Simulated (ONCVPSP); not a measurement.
# Sn: one change to an ONCV potential, before and after

- Element: tin
- Generator: ONCVPSP 4.0.1
- Type: optimised norm-conserving Vanderbilt (ONCV)
- Functional: PBE
- Relativity: scalar-relativistic
- Frozen core: [Ar] 3d10
- Valence charge: 22
- Reference configuration: 4s2 4p6 4d10 5s2 5p2
- Partial waves: 4s+5s: rc 1.55 bohr, ncon 3, nbas 7, qcut 7.2 1/bohr, 3 projectors, debl 3.6 Ha; 4p+5p: rc 1.30 bohr, ncon 3, nbas 7, qcut 12.6 1/bohr, 2 projectors; 4d: rc 1.30 bohr, ncon 3, nbas 7, qcut 11.9 1/bohr, local
- Local potential: the d channel
- Core correction: Teter function fitted to the true core (icmod 2), fcfact 0.2

All-electron outer shells of the reference configuration (PBE, scalar-relativistic, ld1.x):

| shell | level (eV) | outermost node (bohr) | outermost maximum (bohr) |
| --- | --- | --- | --- |
| 3p | -698.81 | 0.14 | 0.30 |
| 3d | -473.43 | – | 0.25 |
| 4s | -133.93 | 0.40 | 0.74 |
| 4p | -89.70 | 0.41 | 0.79 |
| 4d | -25.84 | 0.39 | 0.88 |
| 5s | -10.55 | 0.98 | 2.01 |
| 5p | -3.69 | 1.09 | 2.55 |

Change: s: qcut 9.1; p: qcut 16; d: qcut 15.1.

Cutoffs: the cutoffs (Ha) at which the residual kinetic energy of the hardest occupied pseudo-wave falls to 1 and 0.1 mHa per electron; they do not see the model core or the augmentation charge, which bear on the density cutoff. Errors are all-electron minus pseudo energies relative to the spin-unpolarised reference configuration.

What does the change do?

The potential gets harder (48 Ha and 58 Ha → 63 Ha and 74 Ha); of the 4 tests that both files solve, the error grows in 0 and shrinks in 1 by more than 15 % and 0.3 meV (median size 8.3 → 7.6 meV); neither file shows a bound ghost.

| quantity | base | changed |
| --- | --- | --- |
| cutoff, loose | 48 Ha | 63 Ha |
| cutoff, tight | 58 Ha | 74 Ha |
| loose cutoff by channel | s 16 Ha, p 48 Ha, d 44 Ha | s 26 Ha, p 63 Ha, d 42 Ha |
| bound ghosts | none | none |
| GHOST(+) flags under 300 eV | none | none |
| error for 4s2 4p6 4d10 5s2 5p1, meV [ΔE 6.87 eV] | -1.2 | -1.1 |
| error for 4s2 4p6 4d10 5s2 5p0, meV [ΔE 20.83 eV] | -4.0 | -3.7 |
| error for 4s2 4p6 4d10 5s1 5p0, meV [ΔE 51.80 eV] | -13 | -12 |
| error for 4s2 4p5 4d10 5s2 5p2, meV [ΔE 97.52 eV] | -66 | -50 |
| s: phases at 1.57 bohr within 0.05 rad from the reference energy up to (Ha; the scan ends near 5) | to the end of the scan | to the end of the scan |
| p: phases at 1.32 bohr within 0.05 rad from the reference energy up to (Ha; the scan ends near 5) | to the end of the scan | to the end of the scan |
| d: phases at 1.32 bohr within 0.05 rad from the reference energy up to (Ha; the scan ends near 5) | to the end of the scan | to the end of the scan |
| rms error of d²Exc/dni dnj with the model core, mHa | 1.60 | 1.42 |
